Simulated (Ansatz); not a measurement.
SiF₃, that is [SiF3]- with one electron fewer. The state is a doublet with charge 0. Geometry PBE-D4/def2-TZVPD, that of the charge -1 singlet.

```xyz
4

Si    0.606   -0.153   -0.116
F     0.043    1.405   -0.472
F    -0.003   -0.243    1.463
F    -0.646   -1.008   -0.874
```

(1) Estimate the α-spin orbital energies around the gap (eV) in Ansatz with PBE-D4/def2-TZVPD, r2SCAN-D4/def2-TZVPD, PBE0-D4/def2-TZVPD.

## Answers

(1) 
```tsv
orbital	PBE-D4/def2-TZVPD	r2SCAN-D4/def2-TZVPD	PBE0-D4/def2-TZVPD
HOMO−5	-10.77	-11.23	-12.86
HOMO−4	-10.77	-11.23	-12.86
HOMO−3	-9.97	-10.43	-12.03
HOMO−2	-9.97	-10.43	-12.03
HOMO−1	-9.69	-10.16	-11.75
HOMO	-8.09	-8.55	-9.59
LUMO	-1.85	-1.61	-1.06
LUMO+1	-1.85	-1.61	-1.06
LUMO+2	0.08	0.87	0.53
LUMO+3	0.33	1.39	1.00
LUMO+4	1.73	2.45	2.27
LUMO+5	1.73	2.45	2.27
β HOMO	-9.63	-10.08	-11.69
β LUMO	-6.23	-5.71	-5.34
```
